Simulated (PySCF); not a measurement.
A side-by-side comparison of computed properties.

First species: C6H10N2.
Bonds: C1–C2, C2–N3 (aromatic), N3–N4 (aromatic), N4–C5 (aromatic), C5–C6, C5–C7 (aromatic), C7–C8, C2–C7 (aromatic). Hydrogens: H9, H10, H11 on C1; H12 on N4; H13, H14, H15 on C6; H16, H17, H18 on C8.

Second species: C5H7FO.
InChI=1S/C5H7FO/c6-4-1-2-5(7)3-4/h4H,1-3H2/t4-/m1/s1

Levels: PBE0/def2-SVPD for HOMO energy, LUMO energy, HOMO–LUMO gap and static isotropic polarisability; TDDFT PBE0/def2-SVPD for lowest singlet excitation; TDA PBE0/def2-SVPD for lowest triplet excitation (Tamm–Dancoff). Geometries: GFN2-xTB. Each species is one conformer at its optimised geometry, gas phase, non-relativistic unless stated. Electronic properties by PySCF.

Values for the first species:

| Item | Value |
| --- | --- |
| HOMO energy | -6.44 eV |
| LUMO energy | 0.59 eV |
| HOMO–LUMO gap | 7.03 eV |
| Lowest singlet excitation | 5.94 eV |
| Lowest triplet excitation (Tamm–Dancoff) | 4.60 eV |
| Static isotropic polarisability | 83.6 au |

Problem. Estimate the same properties for the second species, and the change in each.

Solution. 
```
                                property     first    second  second less first
                             HOMO energy  -6.44 eV  -7.36 eV           -0.92 eV
                             LUMO energy   0.59 eV  -0.82 eV           -1.41 eV
                           HOMO–LUMO gap   7.03 eV   6.54 eV           -0.49 eV
               lowest singlet excitation   5.94 eV   4.30 eV           -1.64 eV
lowest triplet excitation (Tamm–Dancoff)   4.60 eV   3.74 eV           -0.86 eV
         static isotropic polarisability   83.6 au   59.1 au           -24.5 au
```

On the first: The principal polarisabilities are 58.5, 89.3 and 103.1 au; their mean is the isotropic value. The 8 singlets span 5.94 to 6.98 eV, and their oscillator strengths add up to 0.18. GFN2-xTB frequencies show an imaginary mode (21i cm⁻¹), so this geometry is no minimum at that level.

On the second: The polarisability is 8.76 Å³ as a volume (1 au = 0.148185 Å³), or 1.09 au for each of the 54 electrons. No computed singlet falls in the visible range (750 to 380 nm, 1.65 to 3.26 eV); S1 lies 1.04 eV above its blue end.
